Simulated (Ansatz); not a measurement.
A substitution series on Sn: H to OH

On one Sn centre that keeps Cl, n of the H ligands are replaced by OH. The atomisation energy (no zero-point term) y in kJ/mol at CCSD(T)/def2-TZVPP. Shapes, held fixed at every level: PBE0-D4/def2-TZVP. Flexible molecules stand in one conformer, not always the lowest. Programs: Ansatz 0.2.0.

| molecule | n | y (kJ/mol) |
| --- | --- | --- |
| SnH3Cl | 0 | 1135 |
| SnH2(OH)Cl | 1 | 1629 |
| SnH(OH)2Cl | 2 | ? |
| Sn(OH)3Cl | 3 | 2623 |

Task: Fit y = c + s·n to the known rows and predict SnH(OH)2Cl.

Result: 
1. Means of the 3 rows: n = 1.33333, y = 1795.7.
2. Σ(Δn)² = 4.6667, Σ(Δn·Δy) = 2315.3, so the slope is 2315.3/4.6667 = 496.13.
3. Intercept: 1795.7 − (496.13) × 1.33333 = 1134.2. The largest residual of the fit is 1.3.
4. SnH(OH)2Cl: 1134.2 + (496.13) × 2 = 2126 kJ/mol.

The run gave 2131 kJ/mol, so the prediction is off by -5 kJ/mol, more than the scatter of the fit. The steps are nearly additive. The slope is the difference between a Sn–OH and a Sn–H bond with the ligands’ own bonds. Other levels give for SnH(OH)2Cl: HF/def2-SVP 1363; r2SCAN-D4/def2-TZVPP 2190; CCSD/def2-TZVPP 2081 kJ/mol. For atoms past krypton def2 sets carry core potentials with scalar relativity. Correlated rows may include outer-core shells of Sn, which these sets cover unevenly.
